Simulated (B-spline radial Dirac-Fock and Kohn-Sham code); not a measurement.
Core-hole lifetimes of Cd⁺

System: the Cd⁺ ion, [Kr] 4d10 5s1.

The run's input, task.json:

```json
{"items": [{
  "Z": 48,
  "q": 1,
  "cfg": [[1, 0, 2], [2, 0, 2], [2, 1, 6], [3, 0, 2], [3, 1, 6], [3, 2, 10], [4, 0, 2], [4, 1, 6], [4, 2, 10], [5, 0, 1]],
  "A": 114,
  "rrms": 4.6087,
  "do": ["binding", "quiet", "decay"],
  "holes": ["K", "L1", "L2", "L3", "M1", "M2", "M3", "M4", "M5", "N1", "N2", "N3", "N4", "N5"]
}]}
```

Command: `python xray_run.py task.json out`

Level of theory: independent-particle rates on relativistic LDA orbitals of the hole state (multipoles up to L = 3, Coulomb Auger matrix elements, transition energies from Dirac-Fock); a radial B-spline solver.

Partial widths are in eV. Coster-Kronig decay leaves a hole in the same principal shell; its rates are the weakest part of the model, often 1.5 to 2.5 times too large and more for N holes. Holes without an open Auger channel, or with an unreliable SCF state, are not listed.

| hole | radiative | Auger | Coster-Kronig | total | fluorescence yield | lifetime (fs) |
| --- | --- | --- | --- | --- | --- | --- |
| K | 5.99 | 1.14 | 0 | 7.13 | 0.841 | 0.0923 |
| L1 | 0.0885 | 1.27 | 3.98 | 5.34 | 0.0166 | 0.123 |
| L2 | 0.145 | 1.91 | 0.394 | 2.45 | 0.0590 | 0.268 |
| L3 | 0.138 | 2.12 | 0 | 2.25 | 0.0614 | 0.292 |
| M1 | 0.00179 | 0.314 | 12.0 | 12.4 | 0.000144 | 0.0533 |
| M2 | 0.00183 | 0.350 | 3.44 | 3.80 | 0.000482 | 0.173 |
| M3 | 0.00173 | 0.363 | 3.99 | 4.35 | 0.000398 | 0.151 |
| M4 | 0.000109 | 0.415 | 0 | 0.415 | 0.000262 | 1.59 |
| M5 | 9.61e-05 | 0.422 | 0 | 0.422 | 0.000228 | 1.56 |
| N2 | 0.000139 | 3.55e-15 | 18.3 | 18.3 | 7.64e-06 | 0.0361 |
| N3 | 0.000118 | 0 | 20.4 | 20.4 | 5.81e-06 | 0.0323 |

Values without a named source are computed, but for edge energies of neutral atoms, which are taken from tables.
